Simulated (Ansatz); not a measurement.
Molecular dynamics of AlF2H2N

input.yaml

```yaml
crystal:
  periodic: [false, false, false]
  atoms:
    - { symbol: Al, position_ang: [0.060814, 6.3e-05, -0.034116] }
    - { symbol: F, position_ang: [-0.024422, -0.569113, 1.519233] }
    - { symbol: "N", position_ang: [1.577457, -0.000701, -0.91125] }
    - { symbol: H, position_ang: [2.459671, -0.335508, -0.538697] }
    - { symbol: H, position_ang: [1.694607, 0.332532, -1.862555] }
    - { symbol: F, position_ang: [-1.325528, 0.572726, -0.737614] }
basis:
  gaussian: { orbitals: def2-SVP }
hamiltonian:
  xc: b3lyp
  dispersion: d4
md:
  timestep: 1.0
  n_steps: 150
  ensemble: nvt_nose_hoover
  temperature: 2000.0
  initial_velocities: maxwell_boltzmann
  seed: 463670
  nose_hoover: { tau: 300.0, chain_length: 5 }
  temperature_schedule:
    - { n_steps: 37, end_temperature: 2000.0 }
    - { n_steps: 113, end_temperature: 500.0 }
```

Run as:

```bash
$ ansatz run input.yaml --threads 1 --pin off --max-ram 2048MiB --backend cpu --events-out ev --progress --plain --runs-dir out
```

It starts from a relaxed structure.

Output, in part (step lines, the closing report, with atoms numbered from 0):

```
md step     0: t =     0.00 fs  T =  2000.0 K (target 2000.0 K)  F+E_penalty+E_count = -13551.40395341 eV  E_kin = 1.034080 eV  conserved = -13550.36987342 eV  (24 SCF iters)
[... lines left out ...]
Total energy: -13550.57547062 eV, -497.9744636354 hartree
Atom 0 at    -0.020011    -0.116038     0.009924 Å, force     1.273998     1.869980    -3.340043 eV/Å
Atom 1 at     0.058901    -0.526974     1.553379 Å, force    -0.321849    -0.762987     1.913751 eV/Å
Atom 2 at     1.539384     0.073892    -0.907731 Å, force     1.617680    -3.661119     6.793452 eV/Å
Atom 3 at     2.528397    -0.253785    -0.407686 Å, force    -3.415780     1.372698    -2.276666 eV/Å
Atom 4 at     1.567736     0.511125    -1.740311 Å, force     0.731358     1.834688    -3.786199 eV/Å
Atom 5 at    -1.262908     0.626667    -0.850338 Å, force     0.114592    -0.653259     0.695704 eV/Å
Dipole moment:     0.287471    -0.192105    -0.101989 e Å
```

The steps, from the saved trajectory:

```
time (fs)  T (K)  potential energy less start (eV)  conserved less start (meV/atom)
      0.0   2000                             0.000                             0.00
      5.0   1412                             0.335                             5.22
     10.0   1326                             0.359                             1.67
     15.0    851                             0.634                             6.48
     20.0    653                             0.755                             9.58
     25.0    278                             0.956                            10.69
     30.0    247                             0.991                            13.80
     35.0    463                             0.854                             9.55
     40.0    811                             0.640                             3.65
     45.0    996                             0.555                             5.27
     50.0   1572                             0.234                             1.06
     55.0   1582                             0.245                             3.58
     60.0   1398                             0.334                             2.16
     65.0   1320                             0.384                             3.40
     70.0   1112                             0.522                             8.12
     75.0   1282                             0.411                             3.91
     80.0    673                             0.773                            11.26
     85.0    557                             0.835                            11.38
     90.0    701                             0.738                             7.29
     95.0    673                             0.769                             9.72
    100.0    896                             0.626                             4.72
    105.0   1252                             0.425                             1.52
    110.0   1112                             0.527                             6.06
    115.0   1211                             0.444                             0.46
    120.0   1205                             0.485                             6.32
    125.0   1382                             0.386                             4.57
    130.0   1027                             0.586                             6.81
    135.0    587                             0.858                            13.73
    140.0    726                             0.765                             9.86
    145.0    798                             0.730                             9.85
    150.0    612                             0.829                             9.95
```

All steps were run. The conserved energy wandered by up to 14.3 meV per atom (net 10.0 meV per atom), which is poor conservation. The schedule's set-point averaged 998 K over the second half and the system 1019 K. A run of 0.15 ps of so small a system gives no equilibrium averages.

The same pairs are bonded in the first frame and the last. Pairs count as bonded within 1.25 times the sum of covalent radii (0.12 Å more for H–H).

Last frame:

```xyz
6
Properties=species:S:1:pos:R:3
Al -0.020 -0.116 0.010
F 0.059 -0.527 1.553
N 1.539 0.074 -0.908
H 2.528 -0.254 -0.408
H 1.568 0.511 -1.740
F -1.263 0.627 -0.850
```

Run time: 3.7 min on 1 thread of AMD EPYC 7B13 (Zen 3), with other jobs on the host, peak memory 0.14 GiB.
